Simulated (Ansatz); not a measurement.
`CC(C)CB(Cl)Cl` + H–F → `FB(Cl)Cl` + `CC(C)C`  (ligand exchange at a B–C bond)

Computed with Ansatz on PBE0-D4/def2-TZVP structures; ΔE is electronic, products minus reactants. CCSD(T)/CBS is the MP2 limit (def2-TZVPP, def2-QZVPP) plus CCSD(T) − MP2 in def2-TZVPP, frozen cores. This one scheme is used for every species. Functionals use def2-TZVPP. One conformer a species, not always the lowest.

`CC(C)CB(Cl)Cl`:

```xyz
16

C     0.233   -1.802    0.392
C     0.133   -0.285    0.438
C     1.487    0.355    0.165
C    -0.915    0.222   -0.553
B    -1.336    1.718   -0.468
Cl   -1.961    2.551   -1.876
Cl   -1.285    2.613    1.037
H    -0.726   -2.273    0.624
H     0.970   -2.171    1.110
H     0.539   -2.142   -0.603
H    -0.184    0.006    1.446
H     1.441    1.445    0.237
H     1.838    0.100   -0.840
H     2.238    0.007    0.877
H    -0.614   -0.014   -1.580
H    -1.857   -0.332   -0.406
```

H–F:

```xyz
2

F    -0.357    0.210   -0.201
H     0.357   -0.210    0.201
```

`FB(Cl)Cl`:

```xyz
4

F     0.178    1.009    0.965
B     0.012    0.070    0.067
Cl    0.886   -1.425    0.230
Cl   -1.076    0.346   -1.261
```

`CC(C)C`:

Z-matrix (Å, degrees):
```
C
C 1 1.522
H 1 1.093 2 111.4
H 1 1.093 2 111.4 3 120.6
H 1 1.095 2 110.6 3 -119.7
C 2 1.522 1 111.0 3 -178.3
C 2 1.522 1 111.0 3 57.8
H 2 1.098 1 107.9 3 -60.2
H 6 1.093 2 111.4 1 178.4
H 6 1.095 2 110.6 1 -61.9
H 6 1.093 2 111.4 1 57.8
H 7 1.093 2 111.4 1 -178.3
H 7 1.095 2 110.6 1 62.0
H 7 1.093 2 111.4 1 -57.7
```

CCSD(T)/CBS gives -27.8 kcal/mol.

Task: Another level gave -29.4 kcal/mol. Which?
A. PBE-QIDH/def2-TZVPP
B. r2SCAN0-D4/def2-TZVPP
C. B97M-V/def2-TZVPP
D. CAM-B3LYP/def2-TZVPP

Result: A. PBE-QIDH -29.4, r2SCAN0-D4 -30.7, CAM-B3LYP -34.2, B97M-V -32.4 kcal/mol.

Largest T1 diagnostic among the species: 0.012.

Leaving LDA and LC-ωPBE aside and taking each functional with its dispersion term where it has one, the values, not all of them listed here, spread over 4.2 kcal/mol, from B97M-V to revPBE-D4. LDA lies +2.2 kcal/mol from PBE without D4. In def2-TZVPP, CCSD(T) changes the Hartree–Fock value by +7.3 kcal/mol (the triples alone add +0.9 kcal/mol) and MP2 by +8.6 kcal/mol. From BLYP to BHLYP (50 % exact exchange), in def2-TZVPP and without D4, ΔE moves by +0.8 kcal/mol.
